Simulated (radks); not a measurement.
Removal energies from the thulium ion Tm4+, [Xe] 4f11, by Delta-SCF beside the eigenvalue of the level emptied. All-electron calculation, scalar-relativistic Kohn-Sham, PBEsol, spin-polarised, spherical densities, finite nucleus; Fermi nuclear charge, rms radius of each element as measured or else 0.836 A^(1/3) + 0.57 fm. Program: a radial shooting solver on a logarithmic mesh with Libxc functionals. Open shells are filled with parallel spins first.

removed from	final configuration	Delta-SCF (eV)	-eigenvalue (eV)
4f	[Xe] 4f10	66.553	55.363
5p	[Kr] 4d10 4f11 5s2 5p5	79.589	72.118
5s	[Kr] 4d10 4f11 5s1 5p6	109.07	100.79
4d	[Kr] 4d9 4f11 5s2 5p6	237.73	225.58
